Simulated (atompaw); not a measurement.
**PBE PAW (atompaw) dataset for Sb, scalar-relativistic all-electron reference.**

antimony, PAW, made with atompaw 4.2.0.5 (PBE, scalar-relativistic). Core [Kr] 4d10, reference 5s2 5p2.5 (charge +0.5). Waves: 5s (bound): rc 1.90 bohr; 5s channel at 0.4 Ry: rc 2.45 bohr; 5p (bound): rc 2.45 bohr; 5p channel at 0.25 Ry: rc 2.45 bohr; 5d channel at 0.05 Ry: rc 2.45 bohr; 5d channel at 2.65 Ry: rc 2.45 bohr. Local part: ultrasoft scheme with l = 3 at 1 Ry, radius 1.85 bohr. Core correction: smooth core density matched at 1.55 bohr. Augmentation charge: sinc compensation charge, radius 2.10 bohr; PAW radius 2.45 bohr; waves and projectors: custom rrkj gramschmidtortho.

All-electron outer shells of the reference configuration (PBE, scalar-relativistic, ld1.x):

| shell | level (eV) | outermost node (bohr) | outermost maximum (bohr) |
| --- | --- | --- | --- |
| 4d | -37.56 | 0.38 | 0.84 |
| 5s | -16.59 | 0.95 | 1.88 |
| 5p | -8.27 | 1.04 | 2.29 |

Calculated quality:

* Cutoffs needed: 10 Ry and 18 Ry (the cutoffs (Ry, on a coarse ladder) from which the occupation-weighted sum of valence levels, in a spherical-Bessel basis at the reference potential, stays within 10 and 1 mRy of its value at 400 Ry)
* Ghost test: ghost state, extra bound levels that the all-electron valence spectrum of the same l lacks: s at -512.3 eV; a true bound ghost makes a file unfit for plane-wave use (spherical-Bessel basis up to 400 Ry, 20 bohr box)
* Lowest eigenvalue of the overlap operator: 0.02 (s channel)
* Overlap eigenvalues printed by atompaw (projector basis): 0.0346, 0.0695, 0.207, 0.727, 2.73, 7.15
* Share of each valence orbital outside the PAW sphere: 5s 32 %, 5p 58 %

Generation and tests took about 2.6 s on one core of a shared server CPU.
